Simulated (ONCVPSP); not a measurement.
# Before and after: ONCV potential for Os

* Element: osmium (Os)
* Generator: ONCVPSP 4.0.1
* Type: optimised norm-conserving Vanderbilt (ONCV)
* Functional: PBE
* Relativity: scalar-relativistic
* Frozen core: [Xe] 4f14
* Valence charge: 8
* Reference configuration: 5d7 6s1
* Partial waves: 6s: rc 2.75 bohr, ncon 3, nbas 6, qcut 2 1/bohr, 2 projectors, debl 2.3 Ha; p scattering state at 0.02 Ha: rc 2.75 bohr, ncon 4, nbas 9, qcut 2.5 1/bohr, 2 projectors, debl 3.9 Ha; 5d: rc 1.70 bohr, ncon 3, nbas 7, qcut 6.8 1/bohr, 2 projectors, debl 1.4 Ha
* Local potential: polynomial inside 1.70 bohr (lpopt 4, dvloc0 1 Ha)
* Core correction: polynomial model core, fcfact 0.25

In the p channel the program set the typed energies aside and used 0.050, 3.950 Ha.

All-electron outer shells of the reference configuration (PBE, scalar-relativistic, ld1.x):

| shell | level (eV) | outermost node (bohr) | outermost maximum (bohr) |
| --- | --- | --- | --- |
| 5p | -48.63 | 0.55 | 1.03 |
| 6s | -5.43 | 1.21 | 2.54 |
| 5d | -4.70 | 0.60 | 1.38 |

Change: all radii but the core radius scaled by about 1.14 (s 3.12, p 3.12, d 1.94 bohr); local potential polynomial inside 1.94 bohr (lpopt 4, dvloc0 1 Ha).

Cutoffs: the cutoffs (Ha) at which the residual kinetic energy of the hardest occupied pseudo-wave falls to 1 and 0.1 mHa per electron; they do not see the model core or the augmentation charge, which bear on the density cutoff. Errors are all-electron minus pseudo energies relative to the spin-unpolarised reference configuration.

Task: Predict the effect on cutoff, ghosts and configuration errors.

Result: The potential gets neither clearly harder nor softer (17 Ha and 20 Ha → 16 Ha and 19 Ha); the d channel sets the loose cutoff, while the largest relative change is in s, which becomes softer; of the 4 tests that both files solve, the error grows in 3 and shrinks in 1 by more than 15 % and 0.3 meV (median size 8.7 → 27.9 meV); neither file shows a bound ghost.

```csv
quantity,base,changed
"cutoff, loose",17 Ha,16 Ha
"cutoff, tight",20 Ha,19 Ha
loose cutoff by channel,"s 8.4 Ha, d 17 Ha","s 3.5 Ha, d 16 Ha"
bound ghosts,none,none
GHOST(+) flags under 300 eV,"s at 53.5 eV, p at 113.3 eV","s at 64.6 eV, p at 118.4 eV"
"error for 5d6 6s2, meV [ΔE -0.32 eV]",-1.5,+34
"error for 5d6 6s1, meV [ΔE 9.26 eV]",-13,-1.0
"error for 5d6 6s0, meV [ΔE 26.17 eV]",-72,-129
"error for 5d6 6s1.5, meV [ΔE 3.60 eV]",-4.2,+22
"rms error of d²Exc/dni dnj with the model core, mHa",0.93,1.16
```
